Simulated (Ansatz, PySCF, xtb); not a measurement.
Gas-phase reaction in SMILES: F[Si](F)(F)[Si](F)(F)F + 7 [H][H] (H2) -> 6 F (HF) + 2 [SiH4] (SiH4)
Structures are relaxed separately at B3LYP-D3(BJ)/def2-TZVP in Ansatz (a quantum-chemistry and plane-wave program), one conformer each, not searched for the lowest. Frequencies are from Ansatz or PySCF.

Quantity: energy of full hydrogenation (enthalpy at 298 K, with B3LYP-D3(BJ) rigid-rotor harmonic-oscillator terms), in eV. Valence correlation only, unless marked. No spin-orbit coupling. Non-relativistic. CBS marks a two-point X^-3 extrapolation of the correlation energy; Hartree-Fock from the larger set. The bracket is a focal-point correction in the basis named.

| level | program | energy of full hydrogenation (eV) |
|---|---|---|
| GFN1-xTB | xtb | 9.14 |
| SVWN5/def2-TZVPD | Ansatz | 7.51 |
| PBE-D3(BJ)/def2-TZVPD | Ansatz + dftd3 | 7.40 |
| BLYP-D4/def2-TZVPD | Ansatz + dftd4 | 8.00 |
| r2SCAN/def2-TZVPD | Ansatz | 8.32 |
| B97M-V/def2-TZVPD | Ansatz | 8.12 |
| B3LYP-D3(BJ)/def2-TZVPD | Ansatz + dftd3 | 7.84 |
| HSE06/def2-TZVPD | Ansatz | 7.29 |
| CAM-B3LYP/def2-TZVPD | Ansatz | 7.84 |
| B2PLYP-D3(BJ)/def2-TZVPD | Ansatz + dftd3 | 8.04 |
| RPA@PBE/cc-pV(T+d)Z | Ansatz | 7.74 |
| MP2/aug-cc-pV(T+d)Z | Ansatz | 7.97 |
| MP2/cc-pV(T+d)Z | Ansatz | 8.24 |
| RI-MP2/aug-cc-pV(Q+d)Z | Ansatz | 8.15 |
| SCS-MP2/STO-3G | Ansatz | 5.17 |
| SCS-MP2/cc-pV(Q+d)Z | Ansatz | 8.18 |
| CCSD(T)/aug-cc-pV(T+d)Z | Ansatz | 7.73 |
| CCSD(T)/cc-pwCVTZ | Ansatz | 8.12 |
| CCSD(T) with core electrons (1s frozen past Ne)/cc-pwCVTZ | Ansatz | 8.10 |
| RI-MP2/CBS(cc-pV(T+d)Z,cc-pV(Q+d)Z)+[CCSD(T)-MP2]/cc-pV(Q+d)Z | Ansatz | 7.99 |
| CCSD(T)/CBS(cc-pV(T+d)Z,cc-pV(Q+d)Z) | Ansatz | 8.06 |
